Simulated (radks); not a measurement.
I V, 49 electrons, occupied as [Kr] 4d10 5s2 5p1. Method: Dirac Kohn-Sham, LDA (Slater exchange, Perdew-Wang correlation), spin-unpolarised, spherical densities, point nucleus; open shells fill j = l - 1/2 first; computed with a radial shooting solver on a logarithmic mesh with Libxc functionals. Some entries of the table are withheld. Estimate them.

| orbital | occ. | eigenvalue (hartree) | <r^2> (bohr^2) |
|---|---|---|---|
| 1s1/2 | 2 | -1211.636 | 0.001006 |
| 2s1/2 | 2 | -188.5934 | 0.01616 |
| 2p1/2 | 2 | (1) | (2) |
| 2p3/2 | 4 | (3) | (4) |
| 3s1/2 | 2 | -39.38003 | 0.1130 |
| 3p1/2 | 2 | (5) | 0.1076 |
| 3p3/2 | 4 | (6) | 0.1158 |
| 3d3/2 | 4 | -24.18322 | 0.09733 |
| 3d5/2 | 6 | -23.74893 | 0.09969 |
| 4s1/2 | 2 | -8.26804 | 0.6179 |
| 4p1/2 | 2 | -6.60917 | 0.6784 |
| 4p3/2 | 4 | -6.20203 | 0.7290 |
| 4d3/2 | 4 | (7) | 0.9603 |
| 4d5/2 | 6 | (8) | 0.9835 |
| 5s1/2 | 2 | -2.12511 | (9) |
| 5p1/2 | 1 | (10) | 4.406 |
| 5p3/2 | 0 | (11) | 4.682 |

Answer. 
(1) 2p1/2 eigenvalue (hartree): -177.1404
(2) 2p1/2 <r^2> (bohr^2): 0.01194
(3) 2p3/2 eigenvalue (hartree): -166.1762
(4) 2p3/2 <r^2> (bohr^2): 0.01323
(5) 3p1/2 eigenvalue (hartree): -34.63621
(6) 3p3/2 eigenvalue (hartree): -32.57343
(7) 4d3/2 eigenvalue (hartree): -3.52653
(8) 4d5/2 eigenvalue (hartree): -3.46222
(9) 5s1/2 <r^2> (bohr^2): 3.549
(10) 5p1/2 eigenvalue (hartree): -1.69432
(11) 5p3/2 eigenvalue (hartree): -1.63355
